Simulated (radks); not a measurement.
All-electron atom: the ruthenium ion Ru2+ in [Kr] 4d6 (the NIST ground configuration). All-electron calculation, scalar-relativistic Kohn-Sham, PW91, spin-polarised, spherical densities, point nucleus; open shells are filled with parallel spins first (spin-orbit coupling, left out, can overturn this in heavy ions). Program: a radial shooting solver on a logarithmic mesh with Libxc functionals.

Normalised radial functions P(r) = r R(r), r in bohr:

r           4p up  4d down
0.001524   0.0012   0.0000
0.002016   0.0020   0.0000
0.002689   0.0034   0.0000
0.003557   0.0057   0.0000
0.004745   0.0095   0.0001
0.006328   0.0158   0.0002
0.008373   0.0257   0.0004
0.01117    0.0419   0.0009
0.0149     0.0673   0.0019
0.01971    0.1038   0.0040
0.02629    0.1565   0.0086
0.03478    0.2222   0.0175
0.04639    0.2969   0.0351
0.06187    0.3571   0.0673
0.08186    0.3636   0.1192
0.1092     0.2676   0.1983
0.1456     0.0379   0.2974
0.1927    -0.2727   0.3860
0.257     -0.5325   0.4158
0.34      -0.5271   0.3235
0.4535    -0.1474   0.0715
0.6049     0.4682  -0.2948
0.8003     0.9572  -0.6396
1.067      1.0588  -0.8382
1.412      0.7877  -0.8174
1.884      0.4020  -0.6344
2.512      0.1363  -0.3962
3.324      0.0295  -0.1985
4.434      0.0033  -0.0699
5.914      0.0002  -0.0147
7.825      0.0000  -0.0018

4p up: eigenvalue -67.617 eV, 2 radial nodes at r = 0.151, 0.488 bohr, <r> = 1.12 bohr, 90 % of the charge inside 1.66 bohr. 4d down: eigenvalue -22.421 eV, 1 radial node at r = 0.482 bohr, <r> = 1.55 bohr, 90 % of the charge inside 2.46 bohr.
